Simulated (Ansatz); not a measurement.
Reaction (redistribution): `[NH2][In]([NH2])[SH]` + `[NH2][Ga]([NH2])[SH]` → `[NH2][In]([SH])[SH]` + `[NH2][Ga]([NH2])[NH2]`

Program: Ansatz. Geometries: PBE0-D4/def2-TZVP. ΔE: electronic, gas phase. CCSD(T)/CBS adds triple-zeta CCSD(T) − MP2 to the extrapolated MP2 energy (def2 sets, frozen cores). def2 core potentials past Kr. For Ga, In outer-core shells are correlated without core-valence functions, which leaves a few kJ/mol of doubt a bond. Scalar relativity is left out up to krypton. One conformer a species, not always the lowest.

`[NH2][In]([NH2])[SH]`:

Cartesian coordinates in Å:
```
N -0.801 1.298 -0.948
In -0.025 -0.204 0.160
N 1.963 -0.552 0.182
S -1.445 -1.603 1.467
H -0.179 2.069 -1.147
H -1.686 1.672 -0.635
H 2.251 -1.488 0.431
H 2.480 -0.260 -0.636
H -2.558 -0.933 1.125
```

`[NH2][Ga]([NH2])[SH]`:

Cartesian coordinates in Å:
```
N -0.350 -1.460 0.571
Ga 0.061 0.233 0.051
N 0.654 0.582 -1.628
S 0.045 1.889 1.506
H -0.865 -1.632 1.418
H -0.516 -2.186 -0.106
H 0.780 1.526 -1.951
H 0.491 -0.050 -2.394
H -0.299 1.099 2.535
```

`[NH2][In]([SH])[SH]`:

Z-matrix (Å, degrees):
```
N
In 1 2.012
H 1 1.010 2 116.8
H 1 1.010 2 116.8 3 -132.0
S 2 2.381 1 119.1 3 158.8
S 2 2.381 1 119.1 3 -26.7
H 5 1.343 2 93.6 1 176.3
H 6 1.343 2 93.6 1 -176.0
```

`[NH2][Ga]([NH2])[NH2]`:

```xyz
10

N     1.277    1.229    0.436
Ga   -0.003    0.009   -0.014
N     0.425   -1.414   -1.076
N    -1.729    0.257    0.525
H     2.252    1.002    0.336
H     1.139    1.848    1.217
H     1.268   -1.389   -1.626
H    -0.301   -1.895   -1.581
H    -1.937    0.853    1.309
H    -2.391   -0.499    0.474
```

```csv
level,ΔE (kJ/mol)
CCSD/def2-TZVPP,-26.5
SCS-MP2/def2-QZVPP,-26.9
```

Task: What does CCSD(T)/CBS give? (Best estimate.)

Result: Ansatz gave: -26.3 kJ/mol. The listed levels differ from it by -0.2, -0.6 kJ/mol.

Largest T1 diagnostic among the species: 0.014.

Leaving LDA and LC-ωPBE aside and taking each functional with its dispersion term where it has one, the values, not all of them listed here, spread over 5.8 kJ/mol, from BHLYP-D4 to revPBE-D4. In def2-TZVPP, CCSD(T) changes the Hartree–Fock value by +5.3 kJ/mol (the triples alone add +1.0 kJ/mol) and MP2 by +4.4 kJ/mol.
